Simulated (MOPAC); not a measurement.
A run for MOPAC: PM6 on BH5OSi (SMILES BO[SiH3]), a point of a bond scan (R = 1.612 Å).

```
PM6 1SCF PRECISE CHARGE=0 THREADS=1
BH5OSi

B     -0.35530603 1     0.16770934 1     1.74610802 1
H     -1.39030986 1     0.91711830 1     2.72935194 1
H      0.51570290 1    -0.54223566 1     2.16560005 1
O     -0.48933143 1     0.35730853 1     0.41765439 1
Si     0.33065961 1    -0.20123129 1    -0.91475675 1
H      0.86264245 1     0.96822479 1    -1.64324521 1
H     -0.62978211 1    -0.93425439 1    -1.76420217 1
H      1.43535929 1    -1.09433874 1    -0.49777027 1
```

Program output:

```
*******************************************************************************
 **                                                                           **
 **                              MOPAC v23.2.5                                **
 **                                                                           **
 *******************************************************************************
 ** MOPAC's Digital Object Identifier: https://doi.org/10.5281/zenodo.6511958 **
 **                                                                           **
 ** Please cite the open-source release paper for use of this MOPAC version:  **
 ** J. E. Moussa and J. J. P. Stewart (2026)                                  **
 ** MOPAC: An open-source semiempirical molecular orbital program             **
 ** J. Open Source Softw., 11(119), 8025, https://doi.org/10.21105/joss.08025 **
 *******************************************************************************

                              PM6 CALCULATION RESULTS

 *******************************************************************************
 *  PM6        - The PM6 Hamiltonian to be used
 *
 *
 *
 *                 CHARGE ON SYSTEM = 0
 *
 *
 *
 *  PRECISE    - TIGHTER CRITERIA TO BE USED
 *  1SCF       - DO 1 SCF AND THEN STOP
 *  THREADS=1  - MULTI-THREADING NOT USED
 *  T=         - A TIME OF 172800.0 SECONDS REQUESTED
 *  DUMP=N     - RESTART FILE WRITTEN EVERY 7200.0 SECONDS REQUESTED
 *******************************************************************************
PM6 1SCF PRECISE CHARGE=0 THREADS=1
 BH5OSi

   ATOM   CHEMICAL          X               Y               Z
  NUMBER   SYMBOL      (ANGSTROMS)     (ANGSTROMS)     (ANGSTROMS)

     1       B         -0.35530603  *   0.16770934  *   1.74610802  *
     2       H         -1.39030986  *   0.91711830  *   2.72935194  *
     3       H          0.51570290  *  -0.54223566  *   2.16560005  *
     4       O         -0.48933143  *   0.35730853  *   0.41765439  *
     5      Si          0.33065961  *  -0.20123129  *  -0.91475675  *
     6       H          0.86264245  *   0.96822479  *  -1.64324521  *
     7       H         -0.62978211  *  -0.93425439  *  -1.76420217  *
     8       H          1.43535929  *  -1.09433874  *  -0.49777027  *



          CARTESIAN COORDINATES

    NO.       ATOM           X           Y           Z

     1         B         -0.3553      0.1677      1.7461
     2         H         -1.3903      0.9171      2.7294
     3         H          0.5157     -0.5422      2.1656
     4         O         -0.4893      0.3573      0.4177
     5        Si          0.3307     -0.2012     -0.9148
     6         H          0.8626      0.9682     -1.6432
     7         H         -0.6298     -0.9343     -1.7642
     8         H          1.4354     -1.0943     -0.4978

 General Reference for PM6:
 "Optimization of Parameters for Semiempirical Methods V: Modification of NDDO Approximations
 and Application to 70 Elements", J. J. P. Stewart, J. Mol. Mod., 13, 1173-1213 (2007)
 URL: https://link.springer.com/article/10.1007/s00894-007-0233-4

           Empirical Formula: H5 O B Si  =     8 atoms



      MOLECULAR POINT GROUP   :   Cs


      RHF CALCULATION, NO. OF DOUBLY OCCUPIED LEVELS = 9


 -------------------------------------------------------------------------------
 PM6 1SCF PRECISE CHARGE=0 THREADS=1
 BH5OSi



     1SCF WAS SPECIFIED, SO BFGS WAS NOT USED
     SCF FIELD WAS ACHIEVED


                              PM6 CALCULATION
                                                       MOPAC v23.2.5 Linux




          FINAL HEAT OF FORMATION =        -40.86862 KCAL/MOL =    -170.99430 KJ/MOL


          COSMO AREA              =        112.14 SQUARE ANGSTROMS
          COSMO VOLUME            =         98.53 CUBIC ANGSTROMS

          IONIZATION POTENTIAL    =          9.666528 EV
          HOMO LUMO ENERGIES (EV) =         -9.667 -0.151
          NO. OF FILLED LEVELS    =          9
          MOLECULAR WEIGHT        =         59.9344         POINT GROUP:  Cs

          MOLECULAR DIMENSIONS (Angstroms)

            Atom       Atom       Distance
            H     7    H     2     4.91915
            H     6    H     3     2.84975
            H     2    H     8     2.18524


          SCF CALCULATIONS        =          1





   ATOM   CHEMICAL          X               Y               Z
  NUMBER   SYMBOL      (ANGSTROMS)     (ANGSTROMS)     (ANGSTROMS)

     1       B         -0.35530603  *   0.16770934  *   1.74610802  *
     2       H         -1.39030986  *   0.91711830  *   2.72935194  *
     3       H          0.51570290  *  -0.54223566  *   2.16560005  *
     4       O         -0.48933143  *   0.35730853  *   0.41765439  *
     5      Si          0.33065961  *  -0.20123129  *  -0.91475675  *
     6       H          0.86264245  *   0.96822479  *  -1.64324521  *
     7       H         -0.62978211  *  -0.93425439  *  -1.76420217  *
     8       H          1.43535929  *  -1.09433874  *  -0.49777027  *

                             CARTESIAN COORDINATES

   1    B       -0.355306030     0.167709340     1.746108020
   2    H       -1.390309860     0.917118300     2.729351940
   3    H        0.515702900    -0.542235660     2.165600050
   4    O       -0.489331430     0.357308530     0.417654390
   5   Si        0.330659610    -0.201231290    -0.914756750
   6    H        0.862642450     0.968224790    -1.643245210
   7    H       -0.629782110    -0.934254390    -1.764202170
   8    H        1.435359290    -1.094338740    -0.497770270


           Empirical Formula: H5 O B Si  =     8 atoms



      MOLECULAR POINT GROUP   :   Cs


                  EIGENVALUES
 -30.20948 -20.37406 -17.33504 -15.02118 -14.91642 -13.35432 -11.37294 -11.26940
  -9.66653  -0.15057   0.33107   0.80980   0.86462   1.31338   2.08102   2.13822
   2.90904   4.11996   4.58664   4.65911   4.70848   5.58288


              NET ATOMIC CHARGES AND DIPOLE CONTRIBUTIONS

  ATOM NO.   TYPE          CHARGE      No. of ELECS.   s-Pop       p-Pop       d-Pop
    1          B           0.128979        2.8710     1.15889     1.71213
    2          H           0.049344        0.9507     0.95066
    3          H           0.035796        0.9642     0.96420
    4          O          -0.490874        6.4909     1.62181     4.86907
    5         Si           0.322631        3.6774     1.17009     1.68137     0.82591
    6          H          -0.011399        1.0114     1.01140
    7          H          -0.011399        1.0114     1.01140
    8          H          -0.023079        1.0231     1.02308
 DIPOLE           X         Y         Z       TOTAL
 POINT-CHG.     1.033    -0.807    -0.060     1.312
 HYBRID        -0.430     0.327     0.162     0.563
 SUM            0.604    -0.480     0.102     0.778


          ATOMIC ORBITAL ELECTRON POPULATIONS

     Atom    s        px        py        pz      x^2-y^2     xz        z^2       yz        xy
    1  B   1.15889   0.61769   0.44809   0.64635
    2  H   0.95066
    3  H   0.96420
    4  O   1.62181   1.73609   1.72124   1.41173
    5 Si   1.17009   0.59836   0.64676   0.43625   0.05118   0.19509   0.13029   0.21625   0.23309
    6  H   1.01140
    7  H   1.01140
    8  H   1.02308

 **********************
 *                    *
 * JOB ENDED NORMALLY *
 *                    *
 **********************




 == MOPAC DONE ==
```

The run finished.

Cost: very roughly 0.03 core-seconds.
